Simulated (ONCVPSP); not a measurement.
# Zn (Z = 30), ONCV: configuration errors across variants

ONCVPSP 4.0.1 input, shortened (lines: element, Z, core and valence counts, functional; n l f; lmax; l rc ep ncon nbas qcut; lloc lpopt rc5 dvloc0; l nproj debl; icmod fcfact rcfact), PBE, scalar-relativistic:

```
  Zn 30.00    3    4        4      upf
    1    0    2.00
    2    0    2.00
    2    1    6.00
    3    0    2.00
    3    1    6.00
    3    2   10.00
    4    0    2.00
    2
    0    1.30    0.00    4    9    7.70
    1    1.10    0.00    4    8   11.80
    2    0.70    0.00    3    7   14.50
    2    5    0.70    0.00
    0    2    2.90
    1    1    1.20
    2    0    3.40
    3    5.25    1.35
```

All-electron excitation energies from the reference (eV): (1) 3s2 3p6 3d10 4s1 9.889; (2) 3s2 3p6 3d10 4s0 28.331; (3) 3s2 3p6 3d9 4s0 68.865; (4) 3s2 3p5 3d10 4s2 92.032.

Errors AE − PS in meV (a dash: test not solved or not reliable):

```tsv
change	(1)	(2)	(3)	(4)	bound ghosts	GHOST(+) flags above zero
base	-0.6	-1.2	-27	-9.2	none	s
p: rc 0.74	-0.6	-1.2	-27	-9.7	none	s
p: rc 0.86	-0.6	-1.2	-27	-9.9	none	s
p: rc 0.98	-0.6	-1.2	-27	-10	none	s
p: rc 1.12	-0.6	-1.2	-27	-8.6	none	s
p: rc 1.24	-0.6	-1.2	-28	-2.8	none	s
p: rc 1.3	-0.6	-1.2	-28	+2.2	none	s
p: rc 1.44	-0.7	-1.4	-30	+19	none	s
p: rc 1.48	-0.7	-1.5	-30	+24	none	s
p: rc 1.62	-0.8	-2.0	-34	+54	none	s
```

**Question.** Give the same row for: p: rc 1.06.

**Answer.** -0.6, -1.2, -27, -10.0; bound ghosts: none; GHOST(+) flags above zero: s.
